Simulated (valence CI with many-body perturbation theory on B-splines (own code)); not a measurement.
**Which ion has this spectrum?**

A relativistic CI+MBPT calculation for an atom or ion with 23 electrons gives these levels (eV):

| J | Parity | E | g |
| --- | --- | --- | --- |
| 5/2 | even | 0.000 | 1.53 |
| 5/2 | even | 16.064 | 1.26 |
| 7/2 | even | 25.081 | 1.14 |
| 3/2 | even | 25.915 | 1.25 |
| 11/2 | even | 26.321 | 1.14 |
| 9/2 | even | 29.323 | 1.15 |
| 5/2 | even | 30.698 | 1.14 |
| 1/2 | even | 31.946 | 1.87 |
| 7/2 | even | 35.480 | 1.11 |
| 5/2 | even | 40.741 | 1.22 |
| 3/2 | even | 43.439 | 0.80 |
| 7/2 | even | 45.328 | 1.21 |
| 11/2 | even | 46.131 | 1.07 |
| 9/2 | even | 47.853 | 1.14 |

The energies are calculated, and their last digits are not significant.

(1) Which is it?
A. Pm38+
B. Pr36+
C. Ce35+
D. La34+

## Answers

(1) B. Pr36+, ground level (3d3/2^4 3d5/2) J=5/2.
